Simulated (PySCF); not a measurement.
# Electron correlation in Ir⁻ (iridium, charge -1)

[Xe] 4f14 5d8 6s2, high-spin 3F determinant. Calculation: PySCF 2.14, in x2c-TZVPPall with one added diffuse shell each of s, p, d, f type (12s8p8d4f1g, 113 functions); the spin-free X2C one-electron Hamiltonian (Gaussian nucleus). Frozen: [Kr] 4d10 4f14; 18 electrons correlated.

```csv
level,correlation energy (mhartree)
CCSD,-512.03
(T),-24.10
CCSD(T),-536.13
```

Diagnostics: T1 = 0.048, D1 = 0.2662, largest double amplitude 0.066.

Q: Is a single reference adequate?

A: Largely. T1 is above 0.03 while the doubles stay small, so the singles mainly relax the orbitals.

This basis was not built for core-valence correlation, so the inner-shell part is incomplete.
